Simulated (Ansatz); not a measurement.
Reaction (atomization): `[NH][SiH](F)F`• → 2 F• + 2 H• + N• + Si•

Program: Ansatz. Geometries: PBE0-D4/def2-TZVP. ΔE: electronic, gas phase. CCSD(T)/CBS is the MP2 limit (def2-TZVPP, def2-QZVPP) plus CCSD(T) − MP2 in def2-TZVPP, frozen cores. This one scheme is used for every species, atoms too. DFT in def2-TZVPP. B3LYP here is the variant with VWN-RPA as its local correlation; programs differ in this. HSE06 is defined as in plane-wave codes. No spin–orbit coupling; open shells (•) take unrestricted orbitals. Spin–orbit coupling would lower the free atoms: a little for F, Si. Each species was taken in one conformer, which may not be the lowest.

Task: What is ΔE at CCSD(T)/CBS? (Best estimate.)

Result: Computed: +526.4 kcal/mol.

Task: What do these levels give: BLYP-D4, HSE06-D4, ωB97X-V, B3LYP, r2SCANh, HSE06, LC-ωPBE, MP2/def2-SVP, CCSD/def2-TZVPP, CCSD(T)/def2-TZVPP, SCS-MP2/def2-QZVPP, CCSD/CBS(def2)? (Estimate.)

Result: The calculation gave: BLYP-D4 527.3, HSE06-D4 517.7, ωB97X-V 527.0, B3LYP 520.2, r2SCANh 519.4, HSE06 516.0, LC-ωPBE 523.1, MP2/def2-SVP 484.1, CCSD/def2-TZVPP 499.8, CCSD(T)/def2-TZVPP 507.4, SCS-MP2/def2-QZVPP 531.6, CCSD/CBS(def2) 518.8 kcal/mol.

Task: What do rigid-rotor, harmonic-oscillator terms from PBE0-D4/def2-TZVP frequencies (298.15 K, 1 bar) make of the CCSD(T)/CBS value? (Estimate.)

Result: The calculation gave: ΔZPE = -17.1 kcal/mol, ΔH = +514.3 kcal/mol, ΔS = 565 J/(mol·K), ΔG = +474.1 kcal/mol. Open shells count their whole term as degenerate.

Largest T1 diagnostic among the species: 0.012.

Leaving LDA and LC-ωPBE aside and taking each functional with its dispersion term where it has one, the values, not all of them listed here, spread over 26.7 kcal/mol, from BHLYP-D4 to PBE-D4. LDA lies +71.0 kcal/mol from PBE without D4, its usual overbinding. The D4 term adds +3.6 kcal/mol with B3LYP and +1.8 kcal/mol with PBE0; it sums over pairs of atoms, weighted by their polarisabilities, and B3LYP, whose exchange is more repulsive, gets the larger term.

For atomizations the MP2-based limit and the directly extrapolated one differ by several kJ/mol either way, and by 10 to 25 for some Ge, Se and Sn compounds, so smaller differences from it don't rank the levels.
